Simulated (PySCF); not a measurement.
Here is a computed GFN2-xTB geometry (Å):
```
C 
N   1  1.4444
C   2  1.4460  1  111.95
C   2  1.4304  1  111.99  3   127.61
P   4  1.9107  2  115.77  1   -63.11
C   5  1.6691  4   97.65  2   138.44
F   6  1.3438  5  120.96  4   176.85
H   1  1.0893  2  109.31  3   174.61
H   1  1.1034  2  112.03  3   -65.02
H   1  1.0883  2  109.30  3    55.63
H   3  1.0888  2  109.15  1   -58.27
H   3  1.1009  2  112.16  1    62.43
H   3  1.0888  2  109.18  1  -176.97
H   4  1.0948  2  108.48  1   177.47
H   4  1.0932  2  108.93  1    59.48
H   6  1.0846  5  127.86  4    -2.20
```
Z-matrix in Å and degrees, rows numbered from 1.

Charge 0, singlet.

Which heavy atoms are bonded, and with what formal order?

C1–N2 (single); N2–C3 (single); N2–C4 (single); C4–P5 (single); P5–C6 (double); C6–F7 (single). Hydrogens: H8, H9, H10 on C1; H11, H12, H13 on C3; H14, H15 on C4; H16 on C6. The orders are those of one drawing; other resonance forms can be drawn.

Write the SMILES.

`CN(C)C/P=C/F`, C4H9FNP. Among its features: amine and C–F bond.

Name the point group.

C1 (no symmetry element, even within 0.4 Å).

Classify the heavy atoms.

C1/C3: N-methyl carbon; N2: tertiary amine nitrogen; C4: sp3 carbon bound to nitrogen; P5: phosphorus bonded to 2 C; C6: carbon bonded to F, P and H; F7: fluorine bonded to C.

What is the arrangement about P5?

It has 2 neighbours (C4, C6) and is bent (angle 97.6°).

What is the arrangement about C6?

It has 3 neighbours (P5, F7, H16) and is planar (angles 127.9°, 121.0° and 111.2°, sum 360.0°, 0.01 Å off the plane of its three neighbours).
